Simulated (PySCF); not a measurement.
A PySCF script (with the pyscf-properties extension) for the NMR shieldings of `C[Si@@H](P)[C@H]([SiH3])[SiH2]F`, C₂H₁₂FPSi₃, on a GFN2-xTB geometry:

```python
import basis_set_exchange as bse
import numpy as np
from pyscf import gto, dft
from pyscf.prop import nmr

atoms = """
C     1.582788   -1.755435   -0.744968
Si    0.931919   -0.259820    0.234150
P     2.389831    1.419496   -0.148019
C    -0.786163    0.326751   -0.370661
Si   -1.321267    1.992037    0.387196
Si   -2.125685   -0.989179   -0.152113
F    -1.639335   -2.356579   -0.862648
H     2.506702   -2.133871   -0.316710
H     1.789597   -1.479943   -1.775958
H     0.862598   -2.565255   -0.755602
H     0.844933   -0.611658    1.667004
H     3.494822    0.700115    0.266603
H     2.235005    2.004566    1.094038
H    -0.683276    0.505072   -1.446150
H    -2.579388    2.419500   -0.231922
H    -0.292697    3.006354    0.147664
H    -1.534431    1.826779    1.828110
H    -3.360831   -0.664081   -0.851597
H    -2.324926   -1.375598    1.236419
"""
names = dict.fromkeys(["C", "Si", "P", "F", "H"], "pcSseg-1")
basis = {el: gto.basis.parse(bse.get_basis(n, elements=[el], fmt="nwchem")) for el, n in names.items()}
mol = gto.M(atom=atoms, basis=basis, charge=0, verbose=0)
mf = dft.RKS(mol, xc="PBE0")
mf.grids.level = 2
mf.grids.alignment = dft.numint.BLKSIZE   # the property module wants whole blocks of grid points
mf.conv_tol = 1e-9
mf.kernel()

calc = nmr.RKS(mf)   # GIAO
C = mf.mo_coeff
Co = C[:, mf.mo_occ > 0]
resp = mf.gen_response(singlet=True, hermi=2)
def vind(x):   # induced exchange potential for any number of trial vectors
    d = np.einsum("pi,xij,qj->xpq", C, 2 * x.reshape(-1, C.shape[1], Co.shape[1]), Co, optimize=True)
    return np.einsum("xpq,pi,qj->xij", resp(d - d.transpose(0, 2, 1)), C, Co, optimize=True).ravel()
mo1, _ = nmr.rhf.solve_mo1(calc, with_cphf=vind)
sigma = calc.kernel(mo1)
for i, s in enumerate(sigma):   # ppm
    print("%2d %-2s %9.2f" % (i, mol.atom_pure_symbol(i), np.trace(s) / 3))
```

**Question.** Give the expected output.

**Answer.** 
```
 0 C     185.67
 1 Si    367.22
 2 P     609.63
 3 C     188.45
 4 Si    433.05
 5 Si    340.63
 6 F     383.75
 7 H      31.54
 8 H      31.42
 9 H      30.72
10 H      26.55
11 H      30.80
12 H      30.45
13 H      31.83
14 H      27.79
15 H      27.79
16 H      28.03
17 H      26.32
18 H      26.56
```

These numbers come from an equivalent density-fitted implementation of the same equations, which agrees with the script to about 0.01 ppm for H and up to a few tenths of a ppm for heavy atoms, so last digits may differ.

**Question.** Turn these shieldings into chemical shifts. Shifts are taken against calculated references (same method and geometry level): TMS for ¹³C (186.93 ppm) and ²⁹Si (349.16 ppm) and ¹H (31.72 ppm); ³¹P (318.38 ppm) vs H3PO4; ¹⁹F (170.95 ppm) vs CFCl3.

**Answer.** Averaging equivalent atoms: C 0: 1.3; C 3: -1.5; Si 5: 8.5; Si 1: -18.1; Si 4: -83.9; P 2: -291.3; F 6: -212.8; H 17: 5.40; H 10: 5.17; H 18: 5.16; H 14/15/16: 3.85; H 11/12: 1.09; H 7/8/9: 0.49; H 13: -0.11 ppm. Unscaled 19F shifts against computed CFCl3 carry errors that often reach 10 to 50 ppm. Experimental scales use liquid or dissolved standards, which lie at an offset from isolated H3PO4.

Size and cost of the density-fitted run: 207 basis functions, 71 s wall time on 1 thread of an Arm Neoverse N1, shared host; peak memory 0.93 GiB.
